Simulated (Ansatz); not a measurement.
Bond stretch in GaSi (cation, charge +1), lowest triplet found (which spin is the ground state isn't settled by this scan).

Levels: UKS-PBE = unrestricted PBE/aug-cc-pVDZ (Ansatz, an electronic-structure program); UKS-B3LYP = unrestricted B3LYP/aug-cc-pVDZ (Ansatz); FCI = full CI/aug-cc-pVDZ, cores with 3d frozen (Ansatz).

Energies relative to the lowest point of each curve between 2.53 and 3.41 Å, where full CI is lowest, in kJ/mol; the last columns give the error against full CI:

| R / Å | UKS-PBE | UKS-B3LYP | FCI | UKS-PBE − FCI | UKS-B3LYP − FCI |
|---|---|---|---|---|---|
| 2.53 | 14.5 | 18.5 | 21.9 | -7.4 | -3.4 |
| 2.65 | 4.8 | 7.5 | 9.5 | -4.7 | -2.0 |
| 2.80 | 0.0 | 1.2 | 2.0 | -2.0 | -0.8 |
| 2.95 | 0.2 | 0.0 | 0.0 | 0.2 | 0.0 |
| 3.14 | 4.4 | 2.8 | 2.0 | 2.4 | 0.8 |
| 3.41 | 13.8 | 10.8 | 9.0 | 4.8 | 1.8 |
| 3.73 | 26.0 | 21.9 | 19.2 | 6.8 | 2.7 |
| 4.09 | 38.6 | 33.9 | 30.3 | 8.3 | 3.6 |
| 4.62 | 53.0 | 48.2 | 43.5 | 9.5 | 4.7 |
| 5.08 | 61.3 | 57.2 | 51.4 | 10.0 | 5.9 |
| 5.77 | 67.9 | 65.3 | 58.3 | 9.6 | 7.1 |
| 6.77 | 69.5 | 69.3 | 62.7 | 6.7 | 6.5 |
| 7.91 | 67.0 | 68.9 | 64.9 | 2.1 | 4.0 |

UKS-PBE is furthest from FCI at 5.08 (10.0 kJ/mol, above); its mean absolute error over the points is 5.7 kJ/mol.

UKS-B3LYP is furthest from FCI at 5.77 (7.1 kJ/mol, above); its mean absolute error over the points is 3.3 kJ/mol.

The scan ran from 1.66 to 7.91 Å; beyond the distances shown full CI changes its symmetry label.
